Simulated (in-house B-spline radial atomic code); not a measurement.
Configurations of the beryllium ion Be⁺, with energies counted from [He] 2s1. Method: Dirac-Hartree-Fock, average of configuration, Fermi nucleus of rms radius 2.519 fm. Calculated with an all-electron radial atomic-structure program (B-spline basis). Energies include first-order Breit, QED and recoil terms.

```tsv
configuration	E - E(ref) (eV)	highest orbital	its <r> (bohr)
[He] (2p3/2)1	3.9894	2p3/2	2.37
[He] (3p3/2)1	11.911	3p3/2	6.057
[He] (4d5/2)1	14.724	4d5/2	10.49
[He] (4f5/2)1	14.725	4f5/2	9
[He] 6s1	16.476	6s1/2	24.74
[He] (6p1/2)1	16.593	6p1/2	26.11
```

**Question.** How far above the reference does [He] (6d3/2)1 lie?

**Answer.** 16.615 eV; its least bound orbital is 6d3/2 with <r> = 25.49 bohr.

**Question.** How far above the reference does [He] (4p3/2)1 lie?

**Answer.** 14.653 eV; its least bound orbital is 4p3/2 with <r> = 11.24 bohr.
